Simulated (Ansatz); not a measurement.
HgF₂ (the lowest singlet isomer of a short search). The state is a singlet with charge 0. Geometry B3LYP-D4/def2-TZVP, basis def2-TZVP, Ansatz.

```xyz
3

Hg    0.0000    0.0000    0.0000
F    -0.4076    0.8848    1.6720
F     0.4076   -0.8848   -1.6720
```

```csv
run,HOMO (eV),LUMO (eV)
A,-10.26,-2.55
B,-8.63,-3.99
C,-8.75,-3.41
D,-9.48,-3.02
E,-13.00,-0.12
F,-12.72,-0.42
```

In the def2 sets Hg takes a core potential; there is no spin–orbit coupling. LC-ωPBE has ω = 0.4 bohr⁻¹. The structure comes from a short search, and lower isomers may exist.

Question: The runs used LC-ωPBE, LDA (SPW92), PBE0, r2SCAN, r2SCANh, ωB97M-V. Estimate which is which.

Answer: A PBE0 (25 % exact exchange); B LDA (SPW92) (0 % exact exchange); C r2SCAN (0 % exact exchange); D r2SCANh (10 % exact exchange); E LC-ωPBE (range-separated); F ωB97M-V (range-separated). Exact exchange lowers occupied and raises empty levels; among semilocal functionals meta-GGAs tend to open the gap a little, and such runs are hard to tell apart. The gap grows from 4.64 eV (LDA (SPW92)) to 12.88 eV (LC-ωPBE).
